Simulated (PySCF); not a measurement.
# Computed properties of Sn(Me)4 (C4H12Sn), SMILES [CH3][Sn]([CH3])([CH3])[CH3]

Sn(Me)4 (C4H12Sn), SMILES [CH3][Sn]([CH3])([CH3])[CH3]. Geometry optimised at PBE0-D3(BJ)/def2-SVP. The isomer is the one that the SMILES or the coordinates give; other isomers of the formula were not compared. The def2 effective core potentials stand for the cores of Sn; spin–orbit coupling is left out. One conformer was computed; it need not be the lowest. All values are computed for the isolated molecule unless a solvent is named; none is compared with measurement here.

**Structure.** The optimised structure has Td symmetry. All 45 harmonic modes at PBE0-D3(BJ)/def2-SVP (PySCF) are real, so it is a minimum. With heavy atoms numbered as in [CH3:1][Sn:2]([CH3:3])([CH3:4])[CH3:5], the shortest bond between them is Sn2–C3 at 2.157 Å and the longest Sn2–C4 at 2.157 Å.

**Vibrations.** The strongest infrared lines (harmonic, unscaled, degenerate partners summed) lie at 779 cm⁻¹ (319 km/mol, H 79 %, C 20 %), 530 cm⁻¹ (96 km/mol, C 67 %, H 19 %, Sn 14 %), 3065 cm⁻¹ (37 km/mol, H 97 %). The softest mode is at 85 cm⁻¹ and the zero-point energy is 90.1 kcal/mol.

**Electronic structure.** HF/def2-TZVP (PySCF) places the frontier levels at -10.42 and 3.07 eV, a gap of 13.49 eV, and gives a dipole moment of 0.00 D and a mean polarisability of 85.4 bohr³. PBE/def2-TZVP (PySCF) at the same geometry gives -6.48 and -0.21 eV, so its gap is 7.22 eV narrower. An orbital gap is neither the optical nor the fundamental gap.

**Excitations.** TDA-ωB97X/def2-SVPD (PySCF) has S1 at 7.61 eV (163 nm, f = 0.510, bright); the most intense of the 6 singlets computed lies at 7.61 eV (f = 0.51). Strengths of degenerate partners are summed. T1 (TDA) is at 7.14 eV, 0.47 eV under S1. TDA-PBE/def2-SVPD (PySCF) puts S1 at 6.11 eV. No vertical singlet excitation falls in the visible range (under 3.1 eV).
